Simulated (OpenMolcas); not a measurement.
**Cd: from CASSCF to CASPT2**

```json
{
  "Program": "OpenMolcas 26.06",
  "Basis": "ANO-RCC-VTZP [7s6p4d2f1g]",
  "Scalar Hamiltonian": "DKH2, point nucleus",
  "Active space": "2 electrons in 8 orbitals (5s 5p 6s 6p)",
  "State averaging": "2S+1 = 3 even, 3 roots; 2S+1 = 1 even, 1 root; 2S+1 = 3 odd, 3 roots; 2S+1 = 1 odd, 3 roots",
  "Spin-orbit coupling": "state interaction with AMFI integrals over the reference wave functions, term energies averaged over their components"
}
```

Methods on the same reference wave functions:
A. CASSCF
B. SS-CASPT2, IPEA 0.25 Eh, imaginary shift 0.1 Eh (closed shells correlated: 4d)
C. XMS-CASPT2, IPEA 0.25 Eh, imaginary shift 0.1 Eh (closed shells correlated: 4d)

Energies in cm-1 above 5s2 1S0, the measured ground level; measured values from NIST Handbook of Basic Atomic Spectroscopic Data.

| Level | A | B | C | Measured |
| --- | --- | --- | --- | --- |
| 5s2 1S0 | 0.0 | 0.0 | 0.0 | 0.0 |
| 5s 5p 3P* 0 | 26199 | 29516 | 29301 | 30114 |
| 5s 5p 3P* 1 | 26659 | 29973 | 29758 | 30656 |
| 5s 5p 3P* 2 | 27615 | 30933 | 30718 | 31827 |
| 5s 5p 1P* 1 | 46398 | 45259 | 44923 | 43692 |

Deviations, from unrounded energies. A percentage is the sum of absolute deviations over the sum of measured energies, with the sign that they share, or ± where signs differ.

```
           Against measurement  Levels      A     B     C
mean absolute deviation (cm-1)       4   3700   940  1000
      other configurations (%)       4  ±10.9  ±2.7  ±3.0
```

B lies closest to measurement on these levels and A furthest from it. The largest miss of B in the table is 5s 5p 1P* 1, by +1600 cm-1. The ranking rests on the paired levels alone, and a cruder setting can come out closer through cancelling errors.

Between B and C the level of the table that moves most is 5s 5p 1P* 1, by 340 cm-1 (lowest in C, highest in B).

The lowest spin-free term lies below A's lowest term by 0.346 hartree in B, 0.346 hartree in C.

Active for correlation alone: 6p 6s; no level in the range computed is led by a configuration that fills them, so any true level of that kind is missing. Without dynamic correlation excited terms often stand tens of per cent too high (terms of higher spin than the ground term too low), and those without a measured partner can miss by more than the paired ones (holds for A). Measured partners are found by configuration, term and J. A level has none where our copy of the source lacks it or the pairing is in doubt (some pairs that miss far off the trend of their configuration count as doubtful), and it then counts in no deviation. Levels of configurations outside the active space are missing. The table leaves out levels that lie high or whose names do not pair safely across all columns.

* marks odd parity.
